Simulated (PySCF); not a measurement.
**Low-lying terms of Hg²⁺ (mercury, charge +2)**

Ground state [Xe] 4f14 5d10, ¹S. Computed with PySCF 2.14 in x2c-SVPall with two added diffuse shells each of s, p, d type (9s8p8d2f, 87 functions), with the spin-free X2C one-electron Hamiltonian (Gaussian nucleus). Vertical excitation energies in eV without spin-orbit coupling; excited terms of each kind are numbered among those the solver found. Frozen: [Xe] 4f14.

```csv
term,leading excitation,EOM-EE-CCSD
1 3D,5d → s,6.658
1 1D,5d → s,7.462
1 3P°,5d → p,15.413
1 3F°,5d → p,15.743
1 1F°,5d → p,15.924
1 1D°,5d → p,16.231
1 3D°,5d → p,16.288
1 1P°,5d → p,16.374
2 3D,5d → s,22.865
2 1D,5d → s,23.021
```

The spin-orbit splitting of the hole, absent here, rivals or exceeds the spacing of these terms, so the LS terms are model states.

The solver can miss terms. Rydberg members are limited by the diffuse functions of the basis.
